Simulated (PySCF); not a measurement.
**Excitation energy of Pb+ by level of theory**

Pb+ [Xe] 4f14 5d10 6s2 6p1 (2P) → Pb+ [Xe] 4f14 5d10 6s1 6p2, s spin flipped, as a difference of total energies. Computed with PySCF 2.14 in x2c-TZVPPall with one added diffuse shell each of s, p, d, f type (12s8p7d4f, 99 functions), with the spin-free X2C one-electron Hamiltonian (Gaussian nucleus). Correlated levels: valence: [Xe] 4f14 5d10 frozen. The calculations carry no spin-orbit coupling.

```csv
method,excitation energy (eV)
UHF,9.880
MP2 (valence),9.492
SCS-MP2 (valence),9.453
```

Q: How much does correlation contribute at MP2 (valence)?

A: 9.492 − (9.880) = -0.388 eV, measured against UHF.

Spin-orbit coupling is strong in these open shells (close to jj coupling). The scalar numbers leave it out and a first-order estimate fails, so it can dominate the gap to the real levels.

The upper determinant mixes two multiplicities, so it lies between the two terms.

The coupled-cluster amplitudes are large for the upper state (T1 above 0.03 or a double amplitude above 0.15), so a single reference is strained.
